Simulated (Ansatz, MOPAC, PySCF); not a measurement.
Noncovalent pair: HCl (SMILES Cl) (first 2 atoms) with H2 (SMILES [H][H]); geometry from B3LYP-D3(BJ)/def2-TZVP, rigid monomers moved along the line of their centres of mass till H2···H4 is 2.65 Å.
(charge 0, multiplicity 1):
| atom | x (Å) | y (Å) | z (Å) |
|---|---|---|---|
| Cl | -0.1180 | -0.5884 | -0.7213 |
| H | -0.0738 | -0.4022 | 0.5470 |
| H | -0.3408 | 0.0772 | 3.1438 |
| H | 0.3777 | -0.1197 | 3.1468 |

Counterpoise-corrected where a basis set is named; no monomer relaxation. Rows marked so take none.

Cores are frozen in the correlated methods. CBS: X⁻³ extrapolation of the correlation energy, Hartree–Fock from the larger set. Rows in 3-21G, 6-311+G**, 6-31G* carry no dispersion term and start afresh at each structure (6-31G* with six Cartesian d functions). MP2/6-31G* freezes PySCF's default core. The state that PM6, PM7 reach isn't checked; PM7 holds dispersion and hydrogen-bond terms.

Programs: Ansatz (a quantum-chemistry and plane-wave program) with Gaussian orbitals; MOPAC for PM6, PM7 (differences of heats of formation); PySCF for 3-21G rows, 6-311+G** rows, 6-31G* rows, the dispersion terms. Values without a source in brackets are computed.

Other levels give for the interaction energy: PBE/def2-TZVPPD -2.2; B3LYP/def2-TZVPPD -0.8; B3LYP-D3(BJ)/def2-TZVPPD -2.1; wB97M-V/def2-TZVPPD -1.8; CCSD(T)/CBS(aug-cc-pV(T+d)Z, aug-cc-pV(Q+d)Z) -2.1 kJ/mol.

Question: What do these common cheap choices give for the same quantity: PM6, PM7, HF/3-21G (no counterpoise), HF/6-31G*, B3LYP/3-21G (no counterpoise), B3LYP/6-31G* (no counterpoise), B3LYP/6-311+G** (no counterpoise), MP2/6-31G* (no counterpoise)?

Answer: PM6 -0.8; PM7 -1.9; HF/3-21G (no counterpoise) -0.6; HF/6-31G* -0.1; B3LYP/3-21G (no counterpoise) -1.4; B3LYP/6-31G* (no counterpoise) -0.9; B3LYP/6-311+G** (no counterpoise) -0.8; MP2/6-31G* (no counterpoise) -0.6 kJ/mol. They span -1.9 to -0.1 kJ/mol.
